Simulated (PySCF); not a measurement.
Single point on RbO

State: ²Π (doublet), unpaired electrons π ↑.

An equivalent input (the run itself took its basis sets from the Basis Set Exchange, started from a PBE0 density and held the occupation σ 5α 5β, πx 2α 2β, πy 2α 1β):

```python
from pyscf import gto, scf, cc
mol = gto.M(atom='Rb 0 0 0; O 0 0 2.473', basis={'Rb': 'def2-SVP', 'O': 'def2-SVP'}, ecp={'Rb': 'def2-SVP'},
            charge=0, spin=1, verbose=4, symmetry='C2v')
mf = scf.UHF(mol)
mf.irrep_nelec = {'A1': (5, 5), 'B1': (2, 2), 'B2': (2, 1)}
mf.conv_tol = 1e-9
mf.max_cycle = 60
mf.diis_space = 10
mf.kernel()
mycc = cc.CCSD(mf, frozen=[[0], [0]])
mycc.run(conv_tol=1e-7, conv_tol_normt=1e-5, max_cycle=80, diis_space=8)
et = mycc.ccsd_t()
```

The SCF ended at -98.54619440 hartree. The coupled-cluster part of the log:

```
******** <class 'pyscf.cc.uccsd.UCCSD'> ********
CC2 = 0
CCSD nocc = (8, 7), nmo = (37, 37)
frozen orbitals [[0], [0]]
max_cycle = 80
direct = 0
conv_tol = 1e-07
conv_tol_normt = 1e-05
diis_space = 8
diis_start_cycle = 0
diis_start_energy_diff = 1e+09
Init t2, MP2 energy = -0.200238858172144
Init E_corr(UCCSD) = -0.200238858172539
cycle = 1  E_corr(UCCSD) = -0.209706307752468  dE = -0.00946744958  norm(t1,t2) = 0.0839285
cycle = 2  E_corr(UCCSD) = -0.215239383602979  dE = -0.00553307585  norm(t1,t2) = 0.0328671
cycle = 3  E_corr(UCCSD) = -0.2152397966683  dE = -4.1306532e-07  norm(t1,t2) = 0.0336897
cycle = 4  E_corr(UCCSD) = -0.216707102888421  dE = -0.00146730622  norm(t1,t2) = 0.0148083
cycle = 5  E_corr(UCCSD) = -0.217113227612205  dE = -0.000406124724  norm(t1,t2) = 0.00902588
cycle = 6  E_corr(UCCSD) = -0.216974072901663  dE = 0.000139154711  norm(t1,t2) = 0.00391221
cycle = 7  E_corr(UCCSD) = -0.216900476340757  dE = 7.35965609e-05  norm(t1,t2) = 0.00241671
cycle = 8  E_corr(UCCSD) = -0.216945434148458  dE = -4.49578077e-05  norm(t1,t2) = 0.00129492
cycle = 9  E_corr(UCCSD) = -0.216974307581142  dE = -2.88734327e-05  norm(t1,t2) = 0.000606915
cycle = 10  E_corr(UCCSD) = -0.216974445529695  dE = -1.37948553e-07  norm(t1,t2) = 0.000256872
cycle = 11  E_corr(UCCSD) = -0.2169757987963  dE = -1.3532666e-06  norm(t1,t2) = 0.000149399
cycle = 12  E_corr(UCCSD) = -0.216972774013178  dE = 3.02478312e-06  norm(t1,t2) = 9.35139e-05
cycle = 13  E_corr(UCCSD) = -0.216972642031176  dE = 1.31982001e-07  norm(t1,t2) = 4.24793e-05
cycle = 14  E_corr(UCCSD) = -0.216971901508198  dE = 7.40522978e-07  norm(t1,t2) = 2.66352e-05
cycle = 15  E_corr(UCCSD) = -0.216971768730781  dE = 1.32777417e-07  norm(t1,t2) = 1.58219e-05
cycle = 16  E_corr(UCCSD) = -0.216971754956346  dE = 1.37744347e-08  norm(t1,t2) = 9.58139e-06
UCCSD converged
E(UCCSD) = -98.76316615403364  E_corr = -0.2169717549563464
UCCSD(T) correction = -0.00364455066010252
```

T1 diagnostic 0.022, D1 0.075, 15 electrons correlated.

Repeating this along the bond gives Re = 2.489 Å and ωe = 364 cm⁻¹.

A point of this curve took 1.7 CPU seconds beside 0.027 for the integrals, on Intel Xeon 6975P-C (shared host).

Correlated steps freeze 1 core orbital. Spin–orbit coupling is left out. The state was picked by a PBE0 search and need not be the measured ground state.
